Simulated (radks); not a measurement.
All-electron atom: Dy I in [Xe] 4f10 5d1 6s1 (not the ground configuration). Method: scalar-relativistic Kohn-Sham, LDA (Slater exchange, Perdew-Wang correlation), spin-polarised, spherical densities, finite nucleus; open shells are filled with parallel spins first (spin-orbit coupling, left out, can overturn this in heavy ions); Fermi nuclear charge, rms radius 5.2218 fm; computed with a radial shooting solver on a logarithmic mesh with Libxc functionals.

Unscreened Slater integrals over Kohn-Sham orbitals (hartree). They are taken over the spin-up orbitals.

integral       value
F0(5d,5d)    0.25622
F2(5d,5d)    0.11755
F4(5d,5d)   0.073241
F0(5d,4f)    0.35979
F2(5d,4f)   0.067181
F4(5d,4f)   0.030808
G1(5d,4f)   0.035974
G3(5d,4f)   0.025585
G5(5d,4f)   0.018673
F0(5d,6s)    0.23241
G2(5d,6s)   0.092594
F0(5d,5p)    0.34073
F2(5d,5p)    0.12789
G1(5d,5p)    0.13372
G3(5d,5p)   0.080183
F0(4f,4f)     1.0949
F2(4f,4f)    0.50411
F4(4f,4f)    0.31338
F6(4f,4f)    0.22466
F0(4f,6s)    0.28906
G3(4f,6s)  0.0097201
F0(4f,5p)    0.69565
F2(4f,5p)    0.23836
G2(4f,5p)    0.13149
G4(4f,5p)   0.099048
F0(6s,6s)    0.22079
F0(6s,5p)    0.27856
G1(6s,5p)   0.019408
F0(5p,5p)    0.58227
F2(5p,5p)    0.31056

Derived for the open shells (J is the average intra-shell exchange parameter used in DFT+U). 4f: F4/F2 = 0.622, F6/F2 = 0.446, J = (286 F2 + 195 F4 + 250 F6)/6435 = 0.04063 hartree. 5d: Racah B = F2/49 - 5 F4/441 = 0.001569 hartree, C = 35 F4/441 = 0.005813 hartree, C/B = 3.71, F4/F2 = 0.623, J = (F2 + F4)/14 = 0.01363 hartree.
